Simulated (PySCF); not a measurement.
# How methods differ on the excitation energy of Sn

Sn [Kr] 4d10 5s2 5p2 (3P) → Sn [Kr] 4d10 5s1 5p3 (5S), as a difference of total energies. Computed with PySCF 2.14 in aug-cc-pwCVTZ-PP with ECP28MDF, with a scalar-relativistic core potential. Correlated levels: valence: 4s2 4p6 4d10 frozen. The calculations carry no spin-orbit coupling.

```tsv
method	excitation energy (cm⁻¹)	error (cm⁻¹)
UHF	23921	-13236
MP2 (valence)	30289	-6868
SCS-MP2 (valence)	33144	-4013
CCSD (valence)	31785	-5373
CCSD(T) (valence)	32088	-5069
```

Reference: 37157 cm⁻¹ (measured; NIST levels, between the centres of gravity of the two terms).

Errors of the correlated levels include the incompleteness of this basis and the frozen core.
